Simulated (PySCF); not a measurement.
H₃NPbS, SMILES [NH2][Pb][SH] (connectivity only; charge and spin as stated), neutral, multiplicity 1.

Geometry: r2SCAN-D4/def2-SVP. The def2 effective core potentials stand for the cores of Pb; spin–orbit coupling is left out. The values are those of a single conformer.

Level of theory: r2SCAN/def2-TZVPD run with PySCF.

Symmetry labels are those of the subgroup Cs that the program uses (full group Cs).

Computed valence orbital energies around the gap with their symmetry:
```
orbital  symmetry  energy (eV)
-------  --------  -----------
HOMO−7         A'       -17.77
HOMO−6         A'       -12.89
HOMO−5         A'       -11.83
HOMO−4         A'        -9.52
HOMO−3         A'        -8.11
HOMO−2         A"        -6.42
HOMO−1         A'        -6.41
HOMO           A"        -5.77
LUMO           A"        -2.50
LUMO+1         A'        -0.98
LUMO+2         A'        -0.24
LUMO+3         A'         0.03
```
